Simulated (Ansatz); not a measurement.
Consider the cleavage of the B–Si bond: `CB(N)[SiH2]Cl` + HCl → `CB(N)Cl` + `[SiH3]Cl`.

Program: Ansatz. Geometries: PBE0-D4/def2-TZVP. ΔE: electronic, gas phase. CBS: MP2 limit from def2 TZ/QZ plus the TZ coupled-cluster correction, frozen cores. This one scheme is used for every species. DFT in def2-TZVPP. B3LYP here is the variant with VWN-RPA as its local correlation; programs differ in this. Each species was taken in one conformer, which may not be the lowest.

| level | ΔE (kcal/mol) |
| --- | --- |
| B3LYP-D4 | -24.8 |
| ωB97X-V | -25.4 |
| ωB97M-V | -26.1 |
| PBE | -23.6 |
| B3LYP | -26.2 |
| HF/def2-TZVPP | -30.0 |
| MP2/def2-TZVPP | -26.9 |
| SCS-MP2/def2-QZVPP | -27.0 |

(1) What does CCSD(T)/CBS give? (Best estimate.)

Largest T1 diagnostic among the species: 0.011.

Answers

(1) Ansatz gave: -25.0 kcal/mol. The listed levels differ from it by 0.2, -0.4, -1.1, 1.4, -1.2, -5.0, -1.9, -2.0 kcal/mol.

From PBE to PBE0 (25 % exact exchange), in def2-TZVPP and without D4, ΔE moves by −1.2 kcal/mol. The D4 term adds +1.4 kcal/mol with B3LYP and +0.9 kcal/mol with PBE0; it sums over pairs of atoms, weighted by their polarisabilities, and B3LYP, whose exchange is more repulsive, gets the larger term.
